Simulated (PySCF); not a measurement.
thiophene (C4H4S), singlet, geometry from GFN2-xTB. Base run: SVWN5/STO-3G run with PySCF.

PySCF was given this input:
```python
from pyscf import gto, scf, dft

mol = gto.Mole()
mol.atom = '''
    S     0.00863827   -0.00734061    1.19288588
    C     0.00298819    1.22583323   -0.00509457
    C    -0.00317090   -1.22567797   -0.02013572
    C    -0.00738740    0.71507349   -1.26119565
    C    -0.01094132   -0.69949816   -1.26987470
    H     0.00773103    2.25348024    0.29900803
    H    -0.00360091   -2.25698993    0.27133421
    H    -0.01235842    1.31824779   -2.15134971
    H    -0.01891549   -1.29167192   -2.16736278
'''
mol.basis = 'sto-3g'
mol.verbose = 4
mol.build()

mf = dft.RKS(mol)
mf.xc = 'lda,vwn'
mf.kernel()
mf.analyze()
```

The base run was repeated with changes; each row names its change, and settings that it needs were set with it.

```
change                                     ΔE vs base (µEh)  grid points  electrons on the grid
-----------------------------------------  ----------------  -----------  ---------------------
base                                                    0.0       114584               44.00000
grids.atom_grid = (30, 110)                             267        22104               44.00034
grids.level = 4                                        -2.0       205960               44.00000
grids.level = 1                                       -39.2        36928               43.99993
grids.radi_method = mura_knowles                        0.0       108104               44.00000
grids.prune = dft.gen_grid.sg1_prune                  -42.8        48928               43.99990
grids.atom_grid = (99, 590)                            -2.0       288048               44.00000
grids.level = 5                                        -1.9       309120               44.00000
grids.prune = dft.gen_grid.treutler_prune               1.8       101024               44.00000
grids.atom_grid = (50, 194)                           -34.6        59056               43.99991
grids.becke_scheme = stratmann                         -1.6       114584               44.00000
```
